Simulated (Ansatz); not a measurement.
SeBr₂⁺. The state is a doublet with charge 1. Geometry PBE-D4/def2-TZVP; atoms count from 1.

Cartesian coordinates in Å:
```
Se -0.122 -0.727 -0.513
Br -1.270 -0.195 1.364
Br 1.392 0.922 -0.851
```

Question: Estimate the Mulliken populations from the PBE0/def2-TZVP orbitals of Ansatz.

Answer: 
| atom | charge (e) | spin (α − β) |
| --- | --- | --- |
| Se1 | 0.59 | 0.64 |
| Br2 | 0.20 | 0.18 |
| Br3 | 0.20 | 0.18 |
Mulliken values depend strongly on the basis.

Question: Where does the spin sit?

Answer: Summed by element: Se 0.64, Br 0.36, of 1 unpaired in all. Largest on single atoms: Se1 0.64, Br2 0.18, Br3 0.18.

Question: And the Mayer bond orders between heavy atoms (over 0.3)?

Answer: Se1–Br2 1.38 (2.26 Å); Se1–Br3 1.38 (2.26 Å).
